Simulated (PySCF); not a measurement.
SeS2, singlet: computed properties

These are results of PBE0/[Se def2-TZVP, S def2-TZVP], no relativity, density fitting, PySCF, not measurements.

The structure is a minimum.

Z-matrix (Å, degrees; charge 0 multiplicity 1):
```
Se
S  1 2.0437
S  1 2.0437 2 115.36
```

| Item | Value |
| --- | --- |
| Point group | C2v |
| Bond lengths | Se–S 2.044 Å (×2) |
| Bond angles | S–Se–S 115.4° |
| Lowest empty level | -4.43 eV |
| Atomisation energy without zero-point energy | 630 kJ/mol |
| Enthalpy at 298.15 K above 0 K | 12.42 kJ/mol |
| Dipole moment | 1.18 D |
| Highest occupied level | -7.55 eV |
| Principal polarisabilities | 34.9, 48.1, 108.6 bohr³ |
| Rotational constants | 0.3975, 0.08839, 0.07231 cm⁻¹ |
| Entropy at 298.15 K and 1 bar | 287.3 J/(mol K) |
| Zero-point energy | 7.6 kJ/mol |
| Principal quadrupole moments (Buckingham, traceless) about the centre of mass | -2.35, -0.02, 2.37 D Å |
| Rotational symmetry number | 2 |
| Heat capacity Cp at 298.15 K | 50.7 J/(mol K) |

Harmonic modes (masses in u: Se 79.917, S 31.972):
| symmetry | ω (cm⁻¹) | IR (km/mol) | μ (u) | type |
| --- | --- | --- | --- | --- |
| a1 | 204 | 1.8 | 37.62 | bend |
| a1 | 524 | 2.2 | 36.19 | stretch |
| b2 | 546 | 80.6 | 40.89 | stretch |

In C2v the vibrations span 2a1 + b2. Here b1 is antisymmetric to the molecular plane and b2 lies in it.

Charges (e):
```json
{"atom": "Se1", "Mulliken": "0.39", "Löwdin": "0.08", "polar tensor": "0.73", "Mayer order to Se1": "–"}
{"atom": "S2,3", "Mulliken": "-0.20", "Löwdin": "-0.04", "polar tensor": "-0.37", "Mayer order to Se1": "1.74"}
```
Other Mayer orders above 0.3: S–S 0.43.

Mulliken populations on Se1: s 7.84, p 15.41, d 10.33, f 0.03.

Counting electrons, selenium keeps 2 of its valence electrons outside its bonds, so the VSEPR class is AX2E1 and the expected shape is bent (C2v), as computed.

The final relaxation and frequency run took roughly 70 core-seconds on a shared host.
